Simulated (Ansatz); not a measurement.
**Pulling the pair apart**

The pair of H₂S (SMILES S, atoms 1–3) and GeH₄ (SMILES [GeH4], atoms 4–8), both closed shells, in one local arrangement (a lower one may exist), relaxed at PBE0-D4/def2-TZVP:

```
atom    x (Å)    y (Å)    z (Å)
  S1   0.5467  -0.0661  -2.4072
  H2  -0.3374  -1.0743  -2.3682
  H3  -0.4255   0.8582  -2.4138
 Ge4   0.0478   0.0562   1.4320
  H5   1.4896  -0.4002   1.1853
  H6  -0.2186   0.1105   2.9455
  H7  -0.9316  -0.9366   0.7912
  H8  -0.1710   1.4523   0.8352
```

GeH₄ is shifted rigidly along the line between the mean atom positions of the two fragments (negative: closer). Counterpoise interaction energies in kcal/mol. Computed with Ansatz 0.2.0 (basis: def2-TZVPPD); correlated methods freeze the cores. Filled d shells of the heavier atoms are correlated. The def2 sets are not built for correlating such inner shells, so the correlated values are less sure here.

```tsv
shift (Å)	wB97M-V	HF	PBE-D4
-0.39	-0.48	2.69	-0.60
-0.19	-1.05	1.34	-1.18
0.00	-1.20	0.59	-1.36
0.19	-1.15	0.20	-1.32
0.46	-0.95	-0.05	-1.13
0.97	-0.57	-0.13	-0.69
1.94	-0.20	-0.07	-0.21
3.87	-0.03	-0.01	0.00
```

At the largest shift the D4 term itself is slightly repulsive (PBE-D4 +0.6 meV): a quirk of that model, not of the functional.

Question: What does CCSD(T) give at these shifts? (An estimate is asked for; the value comes from the calculation.)

Answer: The calculation gives: 0.23, -0.53, -0.84, -0.90, -0.80, -0.52, -0.19, -0.03 kcal/mol. For zero shift, CCSD(T) at an estimated basis limit (MP2 extrapolated from triple and quadruple zeta, plus CCSD(T) − MP2 in triple zeta) gives -1.10 kcal/mol. These are counterpoise interaction energies, counted from the two frozen fragments.

No T1 diagnostic of these runs exceeds 0.012.

For scale, one of the runs: CCSD(T)/def2-TZVPPD, 207 basis functions, launched by `ansatz run in.yaml --threads 4 --pin off --events-out ev --progress --plain --max-ram 9574MiB`. Time: 14 s of wall clock on 4 CPU threads of an Intel Xeon 6975P-C; the host was shared. Peak host memory: 2.7 GiB.
